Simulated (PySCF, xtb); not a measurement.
Sb(Cl)3 cation (Cl3Sb), SMILES [Cl][Sb]([Cl])[Cl] (connectivity only; charge and spin as stated), charge +1, multiplicity 2.

Harmonic wavenumbers (cm⁻¹) from GFN2-xTB run with xtb at its own minimum, in rising order: 79, 79, 100, 303, 305, 305.

Question: What does r2SCAN-D4/def2-SVP run with PySCF give at its own minimum? (The exact figures need the calculation; the answer reports its results.)

Answer: 108, 108, 118, 360, 386, 386. Paired by order, the mean absolute difference is 49 cm⁻¹ and the zero-point energies are 1.7 and 2.1 kcal/mol.
